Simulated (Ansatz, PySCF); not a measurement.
diarsenic anion (As2), SMILES [As]#[As] (connectivity only; charge and spin as stated), charge -1, multiplicity 2. Atoms are numbered in the order given.

```xyz
2

As     0.0000     0.0000    -1.0915
As     0.0000     0.0000     1.0915
```
Charge -1, spin multiplicity 2.

The structure is a stationary point at r2SCAN-D4/def2-TZVPD. The multiplicity is an assumed one; other spin states were not compared.

Two levels are set side by side: PBE-D3(BJ)/def2-TZVPD (Ansatz, a quantum-chemistry and plane-wave program) and r2SCAN-D4/def2-TZVPD (Ansatz). Each level has its own optimised geometry; the coordinates shown are those of the second. Frequencies come from the Hessian of PySCF at each geometry. Differences are taken from unrounded values.

```csv
quantity,r2SCAN-D4,PBE-D3(BJ),PBE-D3(BJ) minus r2SCAN-D4
bond As1–As2 (Å),2.183,2.207,0.023
highest harmonic wavenumber (cm⁻¹),390,371,-18
mean harmonic wavenumber (cm⁻¹),390,371,-18
zero-point energy (kcal/mol),0.56,0.53,-0.03
```
